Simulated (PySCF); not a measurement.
C5H12B (SMILES [CH2]B(CC)CC), doublet, at a GFN2-xTB geometry. Base run: HF/STO-3G (PySCF).

Here is a job for PySCF.
```python
from pyscf import gto, scf

mol = gto.M(
    atom='''
C     0.104090    0.618832   -1.643246
B    -0.036732    0.386087   -0.176444
C     1.170714   -0.052867    0.768688
C     2.475888   -0.451678    0.082724
C    -1.475183    0.549100    0.517368
C    -2.264545   -0.751070    0.319084
H     1.021739    0.925032   -2.120996
H    -0.715777    0.526620   -2.339426
H     0.855024   -0.872370    1.420101
H     1.371382    0.787438    1.442632
H     2.317803   -1.301654   -0.577361
H     2.866343    0.371958   -0.510339
H     3.231856   -0.727673    0.816962
H    -1.391054    0.744771    1.587367
H    -2.052474    1.368411    0.085691
H    -2.390189   -0.967764   -0.739213
H    -1.744730   -1.589281    0.777592
H    -3.252049   -0.669828    0.771508
''',
    basis='sto-3g',
    charge=0,
    spin=1,
    verbose=4,
)

mf = scf.UHF(mol)
mf.kernel()
mo_i, mo_e, stable_i, stable_e = mf.stability(internal=True, external=True, return_status=True, nroots=6, tol=1e-6)
print('internally stable:', stable_i, ' externally stable:', stable_e)
if not stable_i:
    umf = mf.copy()
    umf.scf_summary = {}
    umf.kernel(umf.make_rdm1(mo_i, mf.mo_occ))
```

The bond that is stretched is that between atoms 15 and 5. A test that says stable can miss a lower solution.

The base run was repeated with changes; each row names its change, and settings that it needs were set with it.

```json
[
 {"change": "base", "ΔE vs base (mEh)": "0.000", "<S^2>": "0.760", "E after following the instability (Eh)": "-", "<S^2> there": "-", "stability test says": "stable"},
 {"change": "bond × 1.25", "ΔE vs base (mEh)": "42.992", "<S^2>": "0.760", "E after following the instability (Eh)": "-", "<S^2> there": "-", "stability test says": "stable"},
 {"change": "bond × 1.5", "ΔE vs base (mEh)": "120.4", "<S^2>": "0.760", "E after following the instability (Eh)": "-218.25767", "<S^2> there": "0.97", "stability test says": "internal instability"},
 {"change": "bond × 1.8", "ΔE vs base (mEh)": "214.1", "<S^2>": "0.760", "E after following the instability (Eh)": "-218.21485", "<S^2> there": "1.51", "stability test says": "internal instability"},
 {"change": "bond × 2.2", "ΔE vs base (mEh)": "313.4", "<S^2>": "0.760", "E after following the instability (Eh)": "-218.20056", "<S^2> there": "1.72", "stability test says": "internal instability"},
 {"change": "bond × 3.0", "ΔE vs base (mEh)": "418.8", "<S^2>": "0.760", "E after following the instability (Eh)": "-218.19677", "<S^2> there": "1.77", "stability test says": "internal instability"}
]
```

On stretching, the SCF can end on different states; <S^2> shows the spin contamination of each.
